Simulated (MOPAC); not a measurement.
MOPAC input (PM3):

```
PM3 1SCF UHF MS=0.5 GEO-OK AUX(PRECISION=9) THREADS=1
C4H9O

C    -1.62716027 1   -0.87471533 1   -0.43949625 1
C    -0.57353451 1    0.00802121 1    0.12689650 1
C    -0.53645204 1    1.38087954 1   -0.54835076 1
C     0.78895513 1   -0.68169206 1    0.08006063 1
O     1.71962932 1    0.10202203 1    0.82206675 1
H    -1.62221708 1   -1.93992186 1   -0.24724397 1
H    -2.48313190 1   -0.45703705 1   -0.95115441 1
H    -0.78463246 1    0.16815656 1    1.19819426 1
H    -0.31951801 1    1.27708729 1   -1.61452577 1
H     0.23222438 1    2.00899091 1   -0.10070274 1
H    -1.49849042 1    1.88658288 1   -0.44826622 1
H     0.70359063 1   -1.68737252 1    0.50963518 1
H     1.10849164 1   -0.78415328 1   -0.96475719 1
H     2.59579868 1   -0.28346948 1    0.72762606 1
```

From the output:

```
                                                       MOPAC v23.2.5 Linux

          FINAL HEAT OF FORMATION =        -32.33270 KCAL/MOL =    -135.28002 KJ/MOL

          COSMO AREA              =        122.00 SQUARE ANGSTROMS
          COSMO VOLUME            =        110.39 CUBIC ANGSTROMS

          IONIZATION POTENTIAL    =          9.492068 EV
          ALPHA SOMO LUMO (EV)    =         -9.492  2.879
          BETA  SOMO LUMO (EV)    =        -11.002  0.962
          NO. OF ALPHA ELECTRONS  =         16
          NO. OF BETA  ELECTRONS  =         15
          MOLECULAR WEIGHT        =         73.1145         POINT GROUP:  C1

          MOLECULAR DIMENSIONS (Angstroms)

            Atom       Atom       Distance
            H    14    H     7     5.35201
            H    10    H     6     3.91338
            H    13    H     8     2.74261

          SCF CALCULATIONS        =          1

   ATOM   CHEMICAL          X               Y               Z
  NUMBER   SYMBOL      (ANGSTROMS)     (ANGSTROMS)     (ANGSTROMS)

     1       C         -1.62716027  *  -0.87471533  *  -0.43949625  *
     2       C         -0.57353451  *   0.00802121  *   0.12689650  *
     3       C         -0.53645204  *   1.38087954  *  -0.54835076  *
     4       C          0.78895513  *  -0.68169206  *   0.08006063  *
     5       O          1.71962932  *   0.10202203  *   0.82206675  *
     6       H         -1.62221708  *  -1.93992186  *  -0.24724397  *
     7       H         -2.48313190  *  -0.45703705  *  -0.95115441  *
     8       H         -0.78463246  *   0.16815656  *   1.19819426  *
     9       H         -0.31951801  *   1.27708729  *  -1.61452577  *
    10       H          0.23222438  *   2.00899091  *  -0.10070274  *
    11       H         -1.49849042  *   1.88658288  *  -0.44826622  *
    12       H          0.70359063  *  -1.68737252  *   0.50963518  *
    13       H          1.10849164  *  -0.78415328  *  -0.96475719  *
    14       H          2.59579868  *  -0.28346948  *   0.72762606  *

                             CARTESIAN COORDINATES

   1    C       -1.627160270    -0.874715330    -0.439496250
   2    C       -0.573534510     0.008021210     0.126896500
   3    C       -0.536452040     1.380879540    -0.548350760
   4    C        0.788955130    -0.681692060     0.080060630
   5    O        1.719629320     0.102022030     0.822066750
   6    H       -1.622217080    -1.939921860    -0.247243970
   7    H       -2.483131900    -0.457037050    -0.951154410
   8    H       -0.784632460     0.168156560     1.198194260
   9    H       -0.319518010     1.277087290    -1.614525770
  10    H        0.232224380     2.008990910    -0.100702740
  11    H       -1.498490420     1.886582880    -0.448266220
  12    H        0.703590630    -1.687372520     0.509635180
  13    H        1.108491640    -0.784153280    -0.964757190
  14    H        2.595798680    -0.283469480     0.727626060

           Empirical Formula: C4 H9 O  =    14 atoms

      MOLECULAR POINT GROUP   :   C1

          ALPHA EIGENVALUES
 -39.44750 -34.66667 -26.88696 -25.12276 -19.94118 -17.78509 -16.35810 -15.82988
 -14.87630 -13.98097 -13.59124 -12.76523 -12.44488 -12.10127 -11.01822  -9.49207
   2.87924   3.39568   3.70502   3.85058   3.99008   4.13311   4.41596   4.48163
   4.62580   4.96398   5.10532   5.17059   5.64773

           BETA EIGENVALUES
 -39.33496 -34.46786 -26.58118 -24.42766 -19.75986 -17.70348 -16.27024 -15.70608
 -14.73495 -13.76798 -13.53915 -12.60503 -12.33014 -11.90816 -11.00225   0.96249
   3.17857   3.69140   3.79536   3.96386   4.06476   4.23977   4.47533   4.60671
   4.78633   5.02601   5.32037   5.42919   5.71815

              NET ATOMIC CHARGES AND DIPOLE CONTRIBUTIONS

  ATOM NO.   TYPE          CHARGE      No. of ELECS.   s-Pop       p-Pop
    1          C          -0.210231        4.2102     1.22893     2.98130
    2          C          -0.062717        4.0627     1.16265     2.90006
    3          C          -0.102271        4.1023     1.13878     2.96349
    4          C           0.076990        3.9230     1.15115     2.77186
    5          O          -0.317166        6.3172     1.81257     4.50459
    6          H           0.082828        0.9172     0.91717
    7          H           0.087071        0.9129     0.91293
    8          H           0.077676        0.9223     0.92232
    9          H           0.037204        0.9628     0.96280
   10          H           0.054550        0.9455     0.94545
   11          H           0.038081        0.9619     0.96192
   12          H           0.025219        0.9748     0.97478
   13          H           0.025784        0.9742     0.97422
   14          H           0.186983        0.8130     0.81302
 DIPOLE           X         Y         Z       TOTAL
 POINT-CHG.     0.058    -0.562    -0.398     0.691
 HYBRID         0.324    -0.469    -0.172     0.595
 SUM            0.382    -1.030    -0.570     1.238

          ATOMIC ORBITAL ELECTRON POPULATIONS

     Atom    s        px        py        pz
    1  C   1.22893   0.98483   0.98587   1.01060
    2  C   1.16265   0.94106   0.95502   1.00398
    3  C   1.13878   1.01248   0.95414   0.99687
    4  C   1.15115   0.89971   0.92966   0.94249
    5  O   1.81257   1.20944   1.55605   1.73910
    6  H   0.91717
    7  H   0.91293
    8  H   0.92232
    9  H   0.96280
   10  H   0.94545
   11  H   0.96192
   12  H   0.97478
   13  H   0.97422
   14  H   0.81302

                    (SZ)    =    0.500000
                    (S**2)  =    0.769714

          ATOMIC ORBITAL SPIN POPULATIONS

    Atom   Total    s     px     py     pz
         Atomic
    1  C  1.1829  0.073  0.291  0.091  0.727
    2  C -0.1147 -0.015 -0.036 -0.028 -0.036
    3  C  0.0188  0.003  0.002  0.010  0.004
    4  C  0.0287  0.006  0.014  0.006  0.003
    5  O -0.0029  0.000 -0.001 -0.002 -0.001
    6  H -0.0779 -0.078
    7  H -0.0777 -0.078
    8  H  0.0535  0.054
    9  H -0.0021 -0.002
   10  H -0.0034 -0.003
   11  H -0.0017 -0.002
   12  H -0.0020 -0.002
   13  H -0.0019 -0.002
   14  H  0.0004  0.000

 **********************
 *                    *
 * JOB ENDED NORMALLY *
 *                    *
 **********************

 == MOPAC DONE ==
```

The geometry given is a B3LYP-D3(BJ)/def2-TZVP minimum.
